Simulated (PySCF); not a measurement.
# C₆ coefficients of unlike pairs at UHF

Calculated with PySCF 2.14 from the dipole response of each species, C₆(A,B) = (3/π) ∫ α_A(iu) α_B(iu) du, in atomic units, from isotropic polarisabilities. For ions this is the dispersion term alone; charge-induced terms of lower order in 1/R come first.

| species | configuration | basis | relativity | α (bohr³) | C₆ (like pair) |
| --- | --- | --- | --- | --- | --- |
| O | [He] 2s2 2p4 (3P) | dyall-av2z (11s7p2d) | none | 4.168 | 11.95 |
| K | [Ar] 4s1 (2S) | dyall-acv3z (25s18p7d3f) | spin-free X2C | 408.2 | 6432 |
| B(3+) | 1s2 (1S) | aug-cc-pwCVDZ (5s4p2d) | none | 0.01736 | 0.002238 |

Q: Estimate C₆ for B(3+) with O.

A: The integral gives 0.09912. The combination rule 2 C_A C_B / (C_A α_B/α_A + C_B α_A/α_B) gives 0.09112 and the geometric mean 0.1635.

No spin-orbit coupling is included.

The other pairs:

```
    pair      C₆
    K, O   135.3
B(3+), K  0.6566
```
